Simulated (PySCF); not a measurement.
Bonds: Al1-F2 1.656 Å, Al1-F3 1.649 Å, Al1-S4 2.149 Å, S4-Si5 2.166 Å. Si5 carries H6, H7, H8.

Geometry: PBE0-D3(BJ)/def2-SVP; GIAO absolute shieldings from PySCF 2.14.0 with density-fitted response routines, gas phase, non-relativistic, averaged over equivalent atoms.

At B3LYP/pcSseg-1 (pcSseg-2 on Al) (140 basis functions, 18 s wall time on 1 thread of an Intel Xeon, shared host):
| atoms | σ (ppm) |
| --- | --- |
| Al1 | 448.5 |
| F2/F3 | 331.8 |
| S4 | 845.2 |
| Si5 | 388.2 |
| H6/H7/H8 | 26.79 |

Q: Predict the values at PBE0/pcSseg-1 (pcSseg-2 on Al) on the same geometry.

A: 
| atoms | σ at PBE0/pcSseg-1 (pcSseg-2 on Al) | change |
| --- | --- | --- |
| Al1 | 456.8 | +8.3 |
| F2/F3 | 336.9 | +5.1 |
| S4 | 865.6 | +20.4 |
| Si5 | 401.7 | +13.5 |
| H6/H7/H8 | 26.59 | -0.20 |

The largest change is at S4 (sulfur bonded to Al, Si). Cost: 140 basis functions, 42 s wall time on 1 thread of an Intel Xeon, shared host.
